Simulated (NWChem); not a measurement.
Molecule: B2, triplet; SMILES [B][B]

Computed with NWChem. Spin-unrestricted. Medium grid unless said otherwise, to which SCAN and Minnesota functionals are sensitive. The geometry was optimised at PBE0/def2-SVP, spin-unrestricted. No stability test was run on the SCF state. B3LYP is NWChem's, with the RPA form of VWN correlation. Total energies of different functionals are on different scales.

```
level                                                                energy (Ha)  highest occupied level (eV)  lowest empty minus highest occupied level, either spin (eV)  <S²>  relative time
-------------------------------------------------------------------  -----------  ---------------------------  -----------------------------------------------------------  ----  -------------
B3LYP/def2-TZVP                                                         -49.4236                        -6.79                                                         2.14  2.00              1
PBE/def2-TZVP                                                           -49.3429                        -6.04                                                         0.77  2.01              1
LC-wPBE (HJS exchange hole, range parameter 0.4 per bohr)/def2-TZVP     -49.3314                        -9.83                                                         7.47  2.01              5
HCTH/407/def2-TZVP                                                      -49.4264                        -6.24                                                         0.75  2.01              1
PW91/def2-TZVP                                                          -49.3922                        -6.09                                                         0.77  2.01              1
B97-2/def2-TZVP                                                         -49.3996                        -6.74                                                         2.22  2.01              1
LDA (Slater exchange, PW92)/def2-TZVP                                   -48.8467                        -6.09                                                         0.54  2.00              1
r2SCAN0/def2-TZVP                                                       -49.3759                        -7.36                                                         3.04  2.01              1
TPSSh/def2-TZVP                                                         -49.4328                        -6.55                                                         1.73  2.01              1
```

Times are rough ratios from one shared machine.
